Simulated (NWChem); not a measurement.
AgF; SMILES [F][Ag]

All runs: NWChem. All runs use the structure optimised with PBE0-D3(BJ)/def2-TZVP. def2 effective core potentials on Ag; no spin-orbit coupling. Vertical excitations in the gas phase; the lowest state need not have the same character in each row.

```json
[
 {"level": "PBE/def2-SVPD, TDA", "lowest excitation, singlet (eV)": "2.58", "lowest triplet (eV)": "2.16", "orbital gap (eV)": "2.39"},
 {"level": "B3LYP/def2-SVPD, TDA", "lowest excitation, singlet (eV)": "3.10", "lowest triplet (eV)": "2.37", "orbital gap (eV)": "4.22"},
 {"level": "Hartree-Fock/def2-SVPD, CIS", "lowest excitation, singlet (eV)": "4.75", "lowest triplet (eV)": "3.81", "orbital gap (eV)": "11.36"},
 {"level": "CAM-B3LYP/def2-SVPD, TDA", "lowest excitation, singlet (eV)": "3.55", "lowest triplet (eV)": "2.61", "orbital gap (eV)": "7.11"}
]
```
